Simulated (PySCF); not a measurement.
Si(F)2(GeH3)(Me), CH6F2GeSi, SMILES C[Si](F)(F)[GeH3] at its B3LYP/def2-SVP optimised geometry (Å):

```
11

C      0.9951    -0.2567     0.0000
Si    -0.8656    -0.2567     0.0000
F     -1.3889     1.2851     0.0000
F     -1.3860    -0.9045    -1.4004
Ge    -1.9580    -1.4013     1.7895
H      1.3732     0.2915    -0.8787
H      1.3887    -1.2851    -0.0389
H      1.3889     0.2307     0.9063
H     -3.4867    -1.3676     1.5976
H     -1.6136    -0.7400     3.1408
H     -1.5004    -2.8745     1.8449
```

Method: B3LYP/def2-TZVP run with PySCF 2.14.0.

Map of the log10 of the electron density (e/bohr³), floored at −4 on the plane z = 0.6 Å:

```
|000000000000000000000000000|
|000000000000000000000000000|
|000001122211000000000000000|
|000012333332100000000000000|
|000123455543210000000000000|
|001245666654321000000000000|
|002346778775432211111000000|
|012457899876543333332210000|
|013457899987544444444321000|
|013457899987655556655432100|
|013456789887656667776543100|
|123456778877666788887643210|
|223456677777777889997653210|
|233456777887778899998654210|
|344556788888888899987653210|
|445567788888778889887653210|
|555667788887777788876543210|
|556667788877766777776543210|
|566667777776666667776543100|
|556666777766555566665432100|
|555566666655444455554432000|
|445555666554333344443321000|
|344455555544322223332210000|
|233444555443221111211100000|
|222334444433211000000000000|
|112233444332210000000000000|
|011223333322100000000000000|
```
Scale: ten equal steps from -4.00 (start of '0') to -0.541 (end of '9'), in the order '0123456789'; x runs from -3.50 to 3.50, y from -3.50 (bottom) to 3.50 (top).
